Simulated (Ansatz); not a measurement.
C4H10O2, triplet, at the geometry of the source list (a higher spin typed on purpose: for a closed-shell molecule this is an excited state). Base run: Ansatz (an electronic-structure program) with PBE0/STO-3G.

Ansatz was given this input:
Ansatz 0.2 input:
```yaml
crystal:
  periodic: [false, false, false]
  atoms:
    - {symbol: C, position_ang: [2.54090000, 0.44440000, -0.00820000]}
    - {symbol: O, position_ang: [1.37100000, -0.18980000, 0.43580000]}
    - {symbol: C, position_ang: [0.22760000, 0.17020000, -0.31120000]}
    - {symbol: C, position_ang: [-0.97310000, -0.56690000, 0.29040000]}
    - {symbol: C, position_ang: [-2.25710000, -0.24300000, -0.46130000]}
    - {symbol: O, position_ang: [-1.14140000, -0.19520000, 1.63950000]}
    - {symbol: H, position_ang: [2.45520000, 1.53540000, 0.06930000]}
    - {symbol: H, position_ang: [3.34660000, 0.09480000, 0.63380000]}
    - {symbol: H, position_ang: [2.76200000, 0.18360000, -1.05040000]}
    - {symbol: H, position_ang: [0.06420000, 1.25710000, -0.25040000]}
    - {symbol: H, position_ang: [0.35690000, -0.10640000, -1.36760000]}
    - {symbol: H, position_ang: [-0.76740000, -1.64900000, 0.23140000]}
    - {symbol: H, position_ang: [-2.45540000, 0.82340000, -0.40320000]}
    - {symbol: H, position_ang: [-2.17160000, -0.53950000, -1.50240000]}
    - {symbol: H, position_ang: [-3.08510000, -0.77370000, -0.00230000]}
    - {symbol: H, position_ang: [-0.27340000, -0.24560000, 2.05670000]}
basis:
  gaussian:
    orbitals: STO-3G
hamiltonian:
  xc: pbe0
magnetization: {spin_polarized: true, initial_magnetization: 2}
```

The bond that is stretched is that between atoms 12 and 4. A test that says stable can miss a lower solution.

Variants of this job, named by their change:

| change | ΔE vs base (eV) | <S^2> | stability test says |
|---|---|---|---|
| base | 0.00 | 2.002 | minimum |
| spin_polarized = on; lower_state_search = off | 0.00 | 2.002 | undecided (no full test) |
| spin_polarized = on; lower_state_search = standard | 0.00 | 2.002 | minimum |
| bond × 1.25 | -0.08 | 2.002 | minimum |
| spin_polarized = on; lower_state_search = off; bond × 1.25 | -0.08 | 2.002 | undecided (no full test) |
| spin_polarized = on; lower_state_search = standard; bond × 1.25 | -0.08 | 2.002 | minimum |
| bond × 1.5 | -2.40 | 2.002 | minimum |
| spin_polarized = on; lower_state_search = off; bond × 1.5 | -2.40 | 2.002 | undecided (no full test) |
| spin_polarized = on; lower_state_search = standard; bond × 1.5 | -2.40 | 2.002 | minimum |
| bond × 1.8 | -3.61 | 2.002 | minimum |
| spin_polarized = on; lower_state_search = off; bond × 1.8 | -3.61 | 2.002 | undecided (no full test) |
| spin_polarized = on; lower_state_search = standard; bond × 1.8 | -3.61 | 2.002 | minimum |
| bond × 2.2 | -4.13 | 2.002 | minimum |
| spin_polarized = on; lower_state_search = off; bond × 2.2 | -4.13 | 2.002 | undecided (no full test) |
| spin_polarized = on; lower_state_search = standard; bond × 2.2 | -4.13 | 2.002 | minimum |
| bond × 3.0 | -4.28 | 2.002 | minimum |
| spin_polarized = on; lower_state_search = off; bond × 3.0 | -4.28 | 2.002 | undecided (no full test) |
| spin_polarized = on; lower_state_search = standard; bond × 3.0 | -4.28 | 2.002 | minimum |

On stretching, the SCF can end on different states; <S^2> shows the spin contamination of each.
